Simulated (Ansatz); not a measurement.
C2H6BCl, SMILES `CB(C)Cl`, relaxed with RKS PBE-D4/def2-SVP in the Gaussian-basis code of Ansatz from a rough embedded geometry. The force threshold is 0.03 eV/Å; the program also tests the step.

Charge 0, multiplicity 1.

Start:

```xyz
10

C    -0.301   -1.259    0.387
B     0.550   -0.081   -0.141
C    -0.098    1.332   -0.283
Cl    2.246   -0.315   -0.681
H    -1.161   -1.502   -0.229
H    -0.647   -1.071    1.471
H     0.320   -2.206    0.457
H     0.398    2.081    0.295
H    -0.119    1.683   -1.333
H    -1.188    1.339    0.057
```

```json
{"step": "1", "energy (eV)": "-15356.9992", "largest force (eV/Å)": "2.533", "largest move (Å)": "0.000"}
{"step": "2", "energy (eV)": "-15357.1545", "largest force (eV/Å)": "0.678", "largest move (Å)": "0.086"}
{"step": "3", "energy (eV)": "-15357.1845", "largest force (eV/Å)": "0.176", "largest move (Å)": "0.054"}
{"step": "4", "energy (eV)": "-15357.1857", "largest force (eV/Å)": "0.029", "largest move (Å)": "0.013"}
```

End:

```xyz
10

C    -0.260   -1.328    0.413
B     0.506   -0.079   -0.147
C    -0.139    1.347   -0.294
Cl    2.211   -0.260   -0.642
H    -1.187   -1.493   -0.181
H    -0.620   -1.101    1.442
H     0.322   -2.269    0.440
H     0.443    2.094    0.287
H    -0.079    1.692   -1.349
H    -1.197    1.397    0.031
```

Hardware: 4 threads of an Arm Neoverse V1 on a shared host. Wall time 4.5 s, peak host memory 0.13 GiB.
